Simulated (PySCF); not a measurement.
# What settings do to a single point of Pb(CH3)H3

The sound run of Pb(CH3)H3 (singlet) uses PySCF 2.14.0, RKS TPSS, Pb def2-SVP with ECP60, C def2-SVP, H def2-SVP; non-relativistic Hamiltonian with scalar-relativistic core potentials where named; density fitting; no spin-orbit coupling, grid (50, 194), threshold 1e-8 Eh and 55 cycles, at the relaxed geometry:

```xyz
8

Pb   -0.1057   -0.1057   -0.1057
C     1.1991    1.1991    1.1991
H     1.8283    1.8283    0.5508
H     0.5508    1.8283    1.8283
H     1.8283    0.5508    1.8283
H    -1.1439   -1.1439    0.9003
H     0.9003   -1.1439   -1.1439
H    -1.1439    0.9003   -1.1439
```

There Pb1 has a Mulliken charge of 0.33 e and the dipole about the centre of mass is 0.95 D. Each run below changes one thing and starts from free metal ions and neutral atoms unless it says otherwise; with 55 cycles, smearing, a level shift and second-order steps follow where DIIS fails, and their cycles count. Energy shifts count from the sound run.

```tsv
change	outcome	cycles	energy shift (eV)	largest force component (eV/Å)	charge on Pb1 (e)	dipole about the centre of mass (D)
charge changed by -3, spin kept, limit 56 cycles	refused	–	–	–	–	–
start from a density of up to 30 smeared cycles (not counted)	converged	5	0.0000	0.00	0.33	0.95
all coordinates × 0.94	converged	12	0.60	1.54	0.31	0.96
spin (2S) set to 12, limit 82 cycles	not converged	36	–	–	–	–
```

(1) How does the run with this change end: grid (99, 590)?

Forces carry noise of the integration grid, about 0.01 to 0.03 eV/Å.

No frequency check is given that shows the relaxed geometry to be a minimum.

Results:

(1) outcome converged, cycles 12, energy shift (eV) 0.0209, largest force component (eV/Å) 0.00, charge on Pb1 (e) 0.33, dipole about the centre of mass (D) 0.95.
